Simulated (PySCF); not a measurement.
[Rh(H2O)6]3+ (charge +3 and singlet state).
Geometry (PBE0-D3(BJ)/def2-SVP, Å), atoms numbered from 1 in this order:
```xyz
19
H12O6Rh angstrom
Rh    -0.0025    0.0014    0.0027
O     -0.0874    0.3336    2.0049
H     -0.0817    1.2348    2.3829
H      0.1345   -0.3120    2.7030
O     -0.0342   -0.3443   -1.9990
H      0.1218   -1.2288   -2.3838
H     -0.0167    0.3286   -2.7060
O      2.0353    0.0492    0.0136
H      2.5715    0.4060    0.7480
H      2.5788    0.0527   -0.7981
O     -2.0314   -0.0405   -0.0146
H     -2.5715   -0.0789    0.7993
H     -2.5483   -0.3978   -0.7632
O     -0.1783    2.0167   -0.2064
H     -1.0440    2.4271   -0.4025
H      0.5317    2.6201   -0.4992
O      0.1642   -2.0157    0.2112
H     -0.5604   -2.6115    0.4839
H      1.0186   -2.4406    0.4232
```

The calculation used PBE0-D3(BJ)/def2-SVP geometry optimisation, gas phase, def2 core potentials past Kr in PySCF 2.14.0.

Problem. Which atoms are bound to Rh1, and at what distances?

Solution. 6 atoms: O11 2.029 Å, O2 2.031 Å, O5 2.032 Å, O14 2.034 Å, O17 2.035 Å, O8 2.038 Å. The nearest atom not counted as bound is H15, at 2.67 Å (others tie with it).

Problem. List the angles at Rh1.

Solution. 
```csv
angle,degrees,distance of the outer atoms (Å)
O8–Rh1–O11,179.8,4.07
O14–Rh1–O17,179.7,4.07
O2–Rh1–O5,176.7,4.06
O5–Rh1–O14,93.8,2.97
O2–Rh1–O17,93.7,2.97
O8–Rh1–O14,93.7,2.97
O11–Rh1–O17,93.6,2.96
O2–Rh1–O8,91.9,2.92
O5–Rh1–O8,91.4,2.91
O5–Rh1–O11,88.4,2.83
O2–Rh1–O11,88.3,2.83
O8–Rh1–O17,86.6,2.79
O2–Rh1–O14,86.3,2.78
O5–Rh1–O17,86.2,2.78
O11–Rh1–O14,86.2,2.78
```

Problem. What is the shape at Rh1?

Solution. Octahedral: the three widest angles are 179.8°, 179.7° and 176.7°, the others run from 86.2° to 93.8°.

Problem. What are the other bond lengths?

Solution. O2–H3 and 11 like bonds 0.977 Å.

Problem. What are the rotational constants (commonest isotopes, rigid rotor)?

Solution. A = 1625, B = 1562, C = 1508 MHz: an asymmetric top.

Charge +3, singlet. No counter-ion or solvent screens the charge of this multiply charged ion. Whether it is a minimum is left open (no frequencies).
